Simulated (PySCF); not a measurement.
# Excitation energy of Ni²⁺ by level of theory

Ni²⁺ [Ar] 3d8 (3F) → Ni²⁺ [Ar] 3d7 4s1 (5F), as a difference of total energies. Calculation: PySCF 2.14, in aug-cc-pwCVTZ-DK; the spin-free X2C one-electron Hamiltonian (Gaussian nucleus). Correlated levels: valence: [Ar] frozen; valence and next inner shell: [Ne] frozen; nothing frozen. The calculations carry no spin-orbit coupling.

```json
{"method": "UHF", "excitation energy (eV)": "5.054"}
{"method": "LDA", "excitation energy (eV)": "6.752"}
{"method": "PBE", "excitation energy (eV)": "6.557"}
{"method": "PBE0", "excitation energy (eV)": "6.411"}
{"method": "r2SCAN", "excitation energy (eV)": "6.457"}
{"method": "TPSS", "excitation energy (eV)": "6.493"}
{"method": "BLYP", "excitation energy (eV)": "6.493"}
{"method": "PW91", "excitation energy (eV)": "6.594"}
{"method": "MP2 (valence)", "excitation energy (eV)": "6.726"}
{"method": "SCS-MP2 (valence)", "excitation energy (eV)": "6.920"}
{"method": "MP2 (valence and next inner shell)", "excitation energy (eV)": "7.011"}
{"method": "SCS-MP2 (valence and next inner shell)", "excitation energy (eV)": "7.033"}
{"method": "MP2 (all electrons)", "excitation energy (eV)": "7.037"}
{"method": "SCS-MP2 (all electrons)", "excitation energy (eV)": "7.044"}
```

Q: How much does correlation contribute at MP2 (all electrons)?

A: 7.037 − (5.054) = 1.983 eV, measured against UHF.

A first-order spin-orbit estimate (lowest level to lowest level, LS coupling) adds -0.011 eV.
